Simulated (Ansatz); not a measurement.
System: ZrCl$_{3}$ (charge 0, doublet). The spin state was set by rule; other spins were not relaxed. 
Structure (B3LYP-D3(BJ)/def2-TZVP (Ansatz, a quantum-chemistry and plane-wave program) minimum search):
SMILES: [Cl][Zr]([Cl])[Cl]
```xyz
4

Zr     0.0000     0.0000     0.0000
Cl     2.2227    -0.4154    -0.6161
Cl    -0.8881    -0.9974     1.9259
Cl    -1.3346     1.4128    -1.3097
```
Charge 0, spin multiplicity 2.

Basis-set convergence of Hartree-Fock and CCSD(T) correlation energies (hartree) with Ansatz. Valence correlation only, unless marked. UHF or UKS for open shells. Spin-orbit coupling is left out. Frozen are the shells of the preceding noble gas and the d and f shells that filled before the atom's block. Past Kr the def2 sets carry scalar-relativistic core potentials.

| basis | functions | E(HF) | E(corr, CCSD(T)) |
|---|---|---|---|
| def2-SVP | 85 | -1424.84270 | -0.51443 |
| def2-TZVPP | 182 | -1425.32350 | -0.72785 |
| def2-QZVPP | 291 | -1425.36495 | -0.79301 |

Extrapolating the two largest sets (X = 3 and 4) as X^-3: E(corr) = (64·(-0.79301) - 27·(-0.72785))/37 = -0.8406 Eh, an estimate of the basis-set limit. The largest set recovers 94.3 % of it, the smallest 61.2 %.
